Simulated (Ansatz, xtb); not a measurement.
# Relative energy of two isomers of C5H8FN

Structure X is `C=C(F)/C=C(/C)N`, a singlet and structure Y is `[H]/N=C(\C)CC(=C)F`, a singlet. Both are isolated molecules in the gas phase, relaxed with PBE0-D3(BJ)/def2-SVP; the shapes shown needn't be the lowest conformers.

X (Å):

```yaml
atoms:
  - { symbol: C, position_ang: [1.3706, -0.7933, 1.2916] }
  - { symbol: C, position_ang: [0.3694, -1.5671, 0.8502] }
  - { symbol: C, position_ang: [0.0186, -1.8593, -0.5181] }
  - { symbol: C, position_ang: [-0.9810, -2.6691, -0.9698] }
  - { symbol: C, position_ang: [-1.2125, -2.8378, -2.4412] }
  - { symbol: F, position_ang: [-0.4281, -2.1483, 1.7809] }
  - { symbol: N, position_ang: [-1.8111, -3.4157, -0.1838] }
  - { symbol: H, position_ang: [2.0368, -0.3056, 0.5812] }
  - { symbol: H, position_ang: [1.5247, -0.6465, 2.3606] }
  - { symbol: H, position_ang: [0.6418, -1.3693, -1.2664] }
  - { symbol: H, position_ang: [-1.1132, -3.8975, -2.7283] }
  - { symbol: H, position_ang: [-2.2338, -2.5197, -2.7121] }
  - { symbol: H, position_ang: [-0.5023, -2.2472, -3.0314] }
  - { symbol: H, position_ang: [-2.6708, -3.7585, -0.5862] }
  - { symbol: H, position_ang: [-1.8052, -3.2518, 0.8130] }
```

Y (Å):

```xyz
15

C    -0.9415    0.2104   -0.9011
C     0.1384    0.7099   -0.3089
C     0.9377    0.1005    0.7947
C     0.7096    0.7506    2.1470
C     1.0862    2.1997    2.2761
F     0.6128    1.9085   -0.6917
N     0.2296    0.0221    3.0704
H    -1.4413    0.7613   -1.6994
H    -1.3349   -0.7566   -0.5892
H     0.6792   -0.9603    0.8967
H     2.0067    0.1798    0.5280
H     0.9097    2.5670    3.2970
H     2.1490    2.3452    2.0235
H     0.5147    2.8173    1.5668
H     0.1294    0.5678    3.9330
```

Quicker runs give these differences E(Y) − E(X): GFN2-xTB +4.22 kcal/mol; HF/STO-3G −5.15 kcal/mol (at GFN2-xTB geometries); r2SCAN-D4/def2-SVP +9.01 kcal/mol (at GFN2-xTB geometries).

Question: Estimate which is lower in electronic energy at CCSD(T)/def2-SVP + ΔMP2/def2-TZVPP, and by roughly how much.

Answer: CCSD(T)/def2-SVP + ΔMP2/def2-TZVPP gives E(Y) − E(X) = +1.91 kcal/mol, favouring structure X, but this leans on the basis-set step: CCSD(T) alone gives +0.52 kcal/mol.

The same difference at several levels:

| level | geometry | E(Y) − E(X) (kcal/mol) | departure from the last row (kcal/mol) | job, with rough time for the two |
| --- | --- | --- | --- | --- |
| GFN2-xTB | GFN2-xTB | +4.22 | +2.31 | optimisation, 0.7 s |
| HF/STO-3G | GFN2-xTB | −5.15 | −7.06 | single point, 2 s |
| r2SCAN-D4/def2-SVP | GFN2-xTB | +9.01 | +7.11 | single point, 13 s |
| PBE0-D3(BJ)/def2-SVP | PBE0-D3(BJ)/def2-SVP | +7.14 | +5.23 | optimisation, 3.3 min |
| HF/def2-SVP | PBE0-D3(BJ)/def2-SVP | +2.79 | +0.88 | part of the CCSD(T) run |
| MP2/def2-SVP | PBE0-D3(BJ)/def2-SVP | +2.16 | +0.25 | part of the CCSD(T) run |
| CCSD(T)/def2-SVP | PBE0-D3(BJ)/def2-SVP | +0.52 | −1.39 | single point |
| CCSD(T)/def2-SVP + ΔMP2/def2-TZVPP | PBE0-D3(BJ)/def2-SVP | +1.91 |  | single point, 3.6 min |

As drawn, Y has 1 C=N, 1 C–C, 1 C–H in place of 1 C=C, 1 C–N, 1 N–H.

HF/STO-3G puts the two in the other order. The largest departure from CCSD(T)/def2-SVP + ΔMP2/def2-TZVPP is that of r2SCAN-D4/def2-SVP, 7.11 kcal/mol. The last row adds to CCSD(T) the change of the MP2 difference between the two basis sets, here +1.39 kcal/mol.

With thermal terms from frequencies at re-optimised GFN2-xTB minima (ideal gas, soft modes damped towards free rotors, one conformer each, 298.15 K, 1 atm): on the last row, ΔE + ΔZPE = +2.14, ΔH = +2.04, ΔG = +1.89 kcal/mol.

The correlated steps freeze 7 core orbitals. Run with Ansatz 0.2.0, xtb 6.7.1; the last row on 2 threads of Intel(R) Xeon(R) Processor @ 2.50GHz (Skylake/Cascade Lake) on a shared host.
